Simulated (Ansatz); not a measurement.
`F[Si](F)(F)[SiH3]` and `O[Si](F)(F)[SiH3]` differ in one atom or group.

Ansatz, PBE0-D4/def2-TZVP geometries, multiplicity 1. Each molecule was computed in one conformer, which needn't be the lowest.

```csv
property,`F[Si](F)(F)[SiH3]`
HOMO energy (B3LYP/def2-TZVPP) / eV,-9.18
HOMO energy (PBE0/def2-TZVPP) / eV,-9.38
"ideal-gas entropy at 298 K and 1 bar (rigid rotor, harmonic PBE0-D4/def2-TZVP) / J/(mol·K)",341
HOMO–LUMO gap (PBE/def2-TZVPP) / eV,6.90
HOMO–LUMO gap (ωB97M-V/def2-TZVPP) / eV,13.00
HOMO–LUMO gap (B3LYP/def2-TZVPP) / eV,8.70
```

Question: Give the same properties after the change, and the shifts. (Best estimate.)

Answer: The calculation gave: 
| property | `O[Si](F)(F)[SiH3]` | shift |
| --- | --- | --- |
| HOMO energy (B3LYP/def2-TZVPP) / eV | -8.84 | 0.34 |
| HOMO energy (PBE0/def2-TZVPP) / eV | -9.04 | 0.34 |
| ideal-gas entropy at 298 K and 1 bar (rigid rotor, harmonic PBE0-D4/def2-TZVP) / J/(mol·K) | 361 | 20 |
| HOMO–LUMO gap (PBE/def2-TZVPP) / eV | 6.87 | -0.03 |
| HOMO–LUMO gap (ωB97M-V/def2-TZVPP) / eV | 12.85 | -0.15 |
| HOMO–LUMO gap (B3LYP/def2-TZVPP) / eV | 8.60 | -0.10 |

With PBE0 the HOMO rises by 0.34 eV and the LUMO rises by 0.29 eV, so the gap narrows by about 0.05 eV. PBE moves the HOMO by 0.30 eV and ωB97M-V by 0.34 eV. The zero-point energy changes by 29.0 kJ/mol with +3 modes.

B3LYP here is the variant with VWN-RPA as its local correlation; programs differ in this.
